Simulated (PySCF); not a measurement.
## Mayer bond orders and bond lengths

Compound: C7H9Cl.
Numbering: `[CH3:1][CH2:2][C:3]1=[CH:4][C:5]([Cl:6])=[CH:7][CH2:8]1` (hydrogens: H9, H10, H11 on C1; H12, H13 on C2; H14 on C4; H15 on C7; H16, H17 on C8)

Cartesian coordinates in Å at the GFN2-xTB level; atoms count from 1:
```
atom  x, y, z in Å
C1    -2.2926    0.3131   -0.3770
C2    -1.3796   -0.6718    0.3583
C3     0.0515   -0.2599    0.2827
C4     0.8208    0.2357    1.2653
C5     2.1399    0.5089    0.7344
Cl6    3.4093    1.1527    1.6916
C7     2.1967    0.1879   -0.5661
C8     0.8598   -0.3346   -0.9797
H9    -2.0605    0.3354   -1.4388
H10   -3.3330    0.0207   -0.2595
H11   -2.1657    1.3146    0.0263
H12   -1.5004   -1.6650   -0.0825
H13   -1.6794   -0.7262    1.4064
H14    0.5412    0.4097    2.2875
H15    3.0352    0.2784   -1.2291
H16    0.4250    0.2709   -1.7771
H17    0.9249   -1.3587   -1.3525
```

Bond orders from the PBE0/pcSseg-1 density (PySCF). Isolated species at its GFN2-xTB geometry (one conformer only).

(1) Where do the orders between heavy atoms depart from those drawn in the SMILES?

(2) Give the Mayer order of every bond, beside its length.

## Answers

(1) The largest departure is 0.304, at C5–C7 (drawn double, 1.696). Drawn double or triple, more than 0.30 short of the drawn order: C5–C7 (1.696).

(2) 
```tsv
bond	drawn as	length (Å)	Mayer order
C1–C2	single	1.531	1.042
C2–C3	single	1.491	1.053
C3–C4	double	1.343	1.726
C4–C5	single	1.448	1.046
C5–Cl6	single	1.715	1.048
C5–C7	double	1.341	1.696
C7–C8	single	1.494	1.057
C8–C3	single	1.501	1.056
C1–H9	single	1.087	0.965
C1–H10	single	1.087	0.968
C1–H11	single	1.087	0.968
C2–H12	single	1.093	0.935
C2–H13	single	1.091	0.946
C4–H14	single	1.074	0.995
C7–H15	single	1.073	0.989
C8–H16	single	1.092	0.904
C8–H17	single	1.092	0.905
```

By pair of heavy elements: C–C: lowest C1–C2 (1.042, 1.531 Å), highest C3–C4 (1.726, 1.343 Å).

Question: Sum the orders of all bonds at each heavy atom with more than one neighbour and set the sums beside the valence in the SMILES.

Answer: C1 3.943 (drawn 4), C2 3.976 (drawn 4), C3 3.835 (drawn 4), C4 3.767 (drawn 4), C5 3.790 (drawn 4), C7 3.742 (drawn 4), C8 3.922 (drawn 4). Orders between atoms that aren't bonded are not in these sums.

For a closed shell the Mayer order of atoms A and B is Σ (PS)μν (PS)νμ over the basis functions μ on A and ν on B, with P the density and S the overlap matrix.
